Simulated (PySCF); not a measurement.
## Excitation energy of Ti by level of theory

Ti [Ar] 3d2 4s2 (3F) → Ti [Ar] 3d3 4s1 (5F), as a difference of total energies. Calculation: PySCF 2.14, in x2c-TZVPPall with one added diffuse shell each of s, p, d, f type (7s6p5d3f1g, 80 functions); the spin-free X2C one-electron Hamiltonian (Gaussian nucleus). Correlated levels: valence: [Ar] frozen. The calculations carry no spin-orbit coupling.

```
           method  excitation energy (eV)  error (eV)
              UHF                   0.729      -0.077
    MP2 (valence)                   0.960      +0.154
SCS-MP2 (valence)                   1.507      +0.701
   CCSD (valence)                   1.072      +0.266
CCSD(T) (valence)                   1.094      +0.288
```

Reference: 0.806 eV (measured; NIST levels, between the centres of gravity of the two terms).

Errors of the correlated levels include the incompleteness of this basis and the frozen core.
